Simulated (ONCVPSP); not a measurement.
## cerium (Ce): one change to an ONCV potential, before and after

```
Element                 : Ce
Generator               : ONCVPSP 4.0.1
Type                    : optimised norm-conserving Vanderbilt (ONCV)
Functional              : LDA (Perdew-Zunger)
Relativity              : scalar-relativistic
Frozen core             : [Kr] 4d10
Valence charge          : 12
Reference configuration : 4f1 5s2 5p6 5d1 6s2
Partial waves           : 5s+6s: rc 2.30 bohr, ncon 4, nbas 8, qcut 3.9 1/bohr, 2 projectors; 5p: rc 2.25 bohr, ncon 3, nbas 7, qcut 5.6 1/bohr, 1 projector; 5d: rc 4.00 bohr, ncon 3, nbas 8, qcut 4.1 1/bohr, 2 projectors, debl 2 Ha; 4f: rc 1.55 bohr, ncon 4, nbas 8, qcut 10.5 1/bohr, 2 projectors, debl 2.3 Ha
Local potential         : polynomial inside 1.40 bohr (lpopt 5, dvloc0 6 Ha)
Core correction         : none
```

All-electron outer shells of the reference configuration (LDA (Perdew-Zunger), scalar-relativistic, ld1.x):

| shell | level (eV) | outermost node (bohr) | outermost maximum (bohr) |
| --- | --- | --- | --- |
| 4d | -110.44 | 0.31 | 0.66 |
| 5s | -40.72 | 0.75 | 1.37 |
| 5p | -23.30 | 0.81 | 1.53 |
| 4f | -5.61 | – | 0.71 |
| 6s | -3.89 | 1.81 | 3.68 |
| 5d | -3.18 | 0.92 | 2.18 |

Change: f: qcut 15.7.

Cutoffs: the cutoffs (Ha) at which the residual kinetic energy of the hardest occupied pseudo-wave falls to 1 and 0.1 mHa per electron; they do not see the model core or the augmentation charge, which bear on the density cutoff. Errors are all-electron minus pseudo energies relative to the spin-unpolarised reference configuration.

**Question.** How do hardness, ghosts and transferability respond?

**Answer.** The potential gets harder (48 Ha and 53 Ha → 84 Ha and 94 Ha); the errors of the 4 common tests hardly move; neither file shows a bound ghost. The waves are optimised to have the least kinetic energy above qcut, so the cutoff follows it (qcut²/2 in Ha).

| quantity | base | changed |
| --- | --- | --- |
| cutoff, loose | 48 Ha | 84 Ha |
| cutoff, tight | 53 Ha | 94 Ha |
| loose cutoff by channel | s 7.0 Ha, p 9.7 Ha, d 4.9 Ha, f 48 Ha | s 7.0 Ha, p 9.7 Ha, d 4.9 Ha, f 84 Ha |
| bound ghosts | none | none |
| GHOST(+) flags under 300 eV | s at 80.0 eV | s at 80.0 eV |
| error for 4f1 5s2 5p6 5d1 6s1, meV [ΔE 6.27 eV] | -2.1 | -2.1 |
| error for 4f1 5s2 5p6 5d1 6s0, meV [ΔE 17.62 eV] | -10 | -10 |
| error for 4f1 5s2 5p6 5d0 6s0, meV [ΔE 36.95 eV] | +49 | +49 |
| error for 4f1 5s2 5p6 5d1 6s0 6p2, meV [ΔE 5.20 eV] | +102 | +102 |
| s: phases at 2.33 bohr within 0.05 rad from the reference energy up to (Ha; the scan ends near 5) | 2.5 | 2.5 |
| p: phases at 2.28 bohr within 0.05 rad from the reference energy up to (Ha; the scan ends near 5) | 0.5 | 0.5 |
| d: phases at 4.07 bohr within 0.05 rad from the reference energy up to (Ha; the scan ends near 5) | 0.4 | 0.4 |
| f: phases at 1.57 bohr within 0.05 rad from the reference energy up to (Ha; the scan ends near 5) | to the end of the scan | to the end of the scan |
